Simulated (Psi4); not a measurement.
Psi4 input (wB97X-D/6-31G*):

```
memory 1500 MB

molecule {
0 1
B    -0.00000000   -0.00000000   -0.63426100
O    -0.00000000   -0.00000000   -1.83903300
Cl    0.00000000    0.00000000    1.05197400
symmetry c1
no_reorient
no_com
}

set {
  basis 6-31G*
  reference rks
  scf_type pk
  dft_radial_points 99
  dft_spherical_points 590
  e_convergence 1e-8
  d_convergence 1e-7
  maxiter 150
}

e = energy('wb97x-d')
print_out(f'\nFINAL {e:.10f} DIPOLE {variable("CURRENT DIPOLE")[0]:.6f} {variable("CURRENT DIPOLE")[1]:.6f} {variable("CURRENT DIPOLE")[2]:.6f}\n')
```

Output:

```
   => Loading Basis Set <=

    Name: 6-31G*
    Role: ORBITAL
    Keyword: BASIS
    atoms 1 entry B          line    94 file 6-31gs.gbs
    atoms 2 entry O          line   145 file 6-31gs.gbs
    atoms 3 entry CL         line   340 file 6-31gs.gbs

   => WB97X-D: Empirical Dispersion <=

    Chai and Head-Gordon Dispersion Correction
    Chai, J.-D.; Head-Gordon, M. (2010), J. Chem. Phys., 132: 6615-6620

        s6 =       1.000000

         ---------------------------------------------------------
                                   SCF
               by Justin Turney, Rob Parrish, Andy Simmonett
                          and Daniel G. A. Smith
                              RKS Reference
         ---------------------------------------------------------

  ==> Geometry <==

    Molecular point group: c1
    Full point group: C_inf_v

    Geometry (in Angstrom), charge = 0, multiplicity = 1:

       Center              X                  Y                   Z               Mass
    ------------   -----------------  -----------------  -----------------  -----------------
         B            0.000000000000     0.000000000000    -0.634261000000    11.009305360000
         O            0.000000000000     0.000000000000    -1.839033000000    15.994914619570
         CL           0.000000000000     0.000000000000     1.051974000000    34.968852682000

  Running in c1 symmetry.

  Rotational constants: A = ************  B =      0.17339  C =      0.17339 [cm^-1]
  Rotational constants: A = ************  B =   5198.16198  C =   5198.16198 [MHz]
  Nuclear repulsion =   69.138004076762400

  Charge       = 0
  Multiplicity = 1
  Electrons    = 30
  Nalpha       = 15
  Nbeta        = 15

  ==> Algorithm <==

  SCF Algorithm Type is PK.
  DIIS enabled.
  MOM disabled.
  Fractional occupation disabled.
  Guess Type is SAD.
  Energy threshold   = 1.00e-08
  Density threshold  = 1.00e-07
  Integral threshold = 1.00e-12

  ==> Primary Basis <==

  Basis Set: 6-31G*
    Blend: 6-31G*
    Number of shells: 20
    Number of basis functions: 49
    Number of Cartesian functions: 49
    Spherical Harmonics?: false
    Max angular momentum: 2

  ==> DFT Potential <==

   => LibXC <=

    Version 7.1.2
    S. Lehtola, C. Steigemann, M. J. T. Oliveira, and M. A. L. Marques,  SoftwareX 7, 1–5 (2018) (10.1016/j.softx.2017.11.002)

   => Composite Functional: WB97X-D <=

    wB97X-D Hyb-GGA Exchange-Correlation Functional

    J.-D. Chai and M. Head-Gordon,  Phys. Chem. Chem. Phys. 10, 6615–6620 (2008) (10.1039/B810189B)

    Deriv               =              1
    GGA                 =           TRUE
    Meta                =          FALSE

    Exchange Hybrid     =           TRUE
    MP2 Hybrid          =          FALSE

   => Exchange-Correlation Functionals <=

    1.0000   wB97X-D range-separated functional

   => Exact (HF) Exchange <=

    0.7780            HF,LR [omega = 0.2000]
    0.2220               HF

   => LibXC Density Thresholds  <==

    XC_HYB_GGA_XC_WB97X_D:  1.00E-14

   => Molecular Quadrature <=

    Radial Scheme          =       TREUTLER
    Pruning Scheme         =           NONE
    Nuclear Scheme         =       TREUTLER

    Blocking Scheme        =         OCTREE
    BS radius alpha        =              1
    Pruning alpha          =              1
    Radial Points          =             99
    Spherical Points       =            590
    Total Points           =         161996
    Total Blocks           =           1277
    Max Points             =            256
    Max Functions          =             48
    Weights Tolerance      =       1.00E-15

  ==> Integral Setup <==

  Using in-core PK algorithm.
   Calculation information:
      Number of atoms:                   3
      Number of AO shells:              20
      Number of primitives:             57
      Number of atomic orbitals:        49
      Number of basis functions:        49

      Integral cutoff                 1.00e-12
      Number of threads:                 1

  Performing in-core PK
  Using 2252775 doubles for integral storage.
  We computed 20957 shell quartets total.
  Whereas there are 22155 unique shell quartets.

  Computing range-separated integrals for PK
  We computed 20957 wK shell quartets total.
  Whereas there are 22155 wK unique shell quartets.

  ==> DiskJK: Disk-Based J/K Matrices <==

    J tasked:                  Yes
    K tasked:                  Yes
    wK tasked:                 Yes
    Omega:               2.000E-01
    Schwarz Cutoff:          1E-12


  Cached 100.0% of DFT collocation blocks in 0.198 [GiB].

  Minimum eigenvalue in the overlap matrix is 5.1592588159E-03.
  Reciprocal condition number of the overlap matrix is 9.1427812960E-04.
    Using symmetric orthogonalization.

  ==> Pre-Iterations <==

  SCF Guess: Superposition of Atomic Densities via on-the-fly atomic UHF (no occupation information).

   -------------------------
    Irrep   Nso     Nmo
   -------------------------
     A         49      49
   -------------------------
    Total      49      49
   -------------------------

  ==> Iterations <==

                        Total Energy        Delta E     RMS |[F,P]|

   @RKS iter SAD:  -559.74585948134336   -5.59746e+02   0.00000e+00
   @RKS iter   1:  -560.11726861438456   -3.71409e-01   1.35770e-02 DIIS/ADIIS
   @RKS iter   2:  -559.77157397023598    3.45695e-01   2.36375e-02 DIIS/ADIIS
   @RKS iter   3:  -560.29372762903006   -5.22154e-01   1.04979e-03 DIIS/ADIIS
   @RKS iter   4:  -560.29464871069854   -9.21082e-04   2.92573e-04 DIIS/ADIIS
   @RKS iter   5:  -560.29474000295272   -9.12923e-05   7.24921e-05 DIIS
   @RKS iter   6:  -560.29474706704673   -7.06409e-06   9.15839e-06 DIIS
   @RKS iter   7:  -560.29474734254961   -2.75503e-07   2.80264e-06 DIIS
   @RKS iter   8:  -560.29474736061445   -1.80648e-08   9.99649e-07 DIIS
   @RKS iter   9:  -560.29474736218197   -1.56751e-09   2.09661e-07 DIIS
   @RKS iter  10:  -560.29474736226098   -7.90124e-11   3.22092e-08 DIIS
  Energy and wave function converged.

  ==> Post-Iterations <==

   Electrons on quadrature grid:
      Ntotal   =   29.9999999611 ; deviation = -3.891e-08

    Orbital Energies [Eh]
    ---------------------

    Doubly Occupied:

       1A   -101.775416     2A    -19.287274     3A     -9.648702
       4A     -7.395754     5A     -7.388132     6A     -7.388132
       7A     -6.950818     8A     -1.097570     9A     -1.000640
      10A     -0.600298    11A     -0.512873    12A     -0.501206
      13A     -0.501206    14A     -0.431342    15A     -0.431342

    Virtual:

      16A      0.095411    17A      0.102511    18A      0.102511
      19A      0.296504    20A      0.393268    21A      0.469645
      22A      0.469645    23A      0.506209    24A      0.545574
      25A      0.545574    26A      0.770185    27A      0.854123
      28A      0.854123    29A      0.872225    30A      0.887656
      31A      0.887660    32A      0.982263    33A      1.113085
      34A      1.113085    35A      1.282308    36A      1.282308
      37A      1.344474    38A      1.520240    39A      1.520240
      40A      1.651112    41A      1.972022    42A      1.972023
      43A      2.499180    44A      2.540326    45A      2.540326
      46A      3.143346    47A      3.584780    48A      4.238833
      49A      4.411326

    Final Occupation by Irrep:
              A
    DOCC [    15 ]
    NA   [    15 ]
    NB   [    15 ]

  @RKS Final Energy:  -560.29474736226098

   => Energetics <=

    Nuclear Repulsion Energy =             69.1380040767623996
    One-Electron Energy =                -908.7809694197713952
    Two-Electron Energy =                 308.8529710417618048
    DFT Exchange-Correlation Energy =     -29.5046181086768868
    Empirical Dispersion Energy =          -0.0001349523368061
    VV10 Nonlocal Energy =                  0.0000000000000000
    Total Energy =                       -560.2947473622608641

Computation Completed

Properties will be evaluated at   0.000000,   0.000000,   0.000000 [a0]

Properties computed using the SCF density matrix

 Multipole Moments:

 ------------------------------------------------------------------------------------
     Multipole            Electronic (a.u.)      Nuclear  (a.u.)        Total (a.u.)
 ------------------------------------------------------------------------------------

 L = 1.  Multiply by 2.5417464519 to convert [e a0] to [Debye]
 Dipole X            :         -0.0000000            0.0000000           -0.0000000
 Dipole Y            :         -0.0000000            0.0000000           -0.0000000
 Dipole Z            :          0.8880393           -0.0000208            0.8880185
 Magnitude           :                                                    0.8880185

 ------------------------------------------------------------------------------------

FINAL -560.2947473623 DIPOLE -0.000000 -0.000000 0.888018

*** Psi4 exiting successfully. Buy a developer a beer!
```

The geometry given is a B3LYP-D3(BJ)/def2-TZVP minimum.
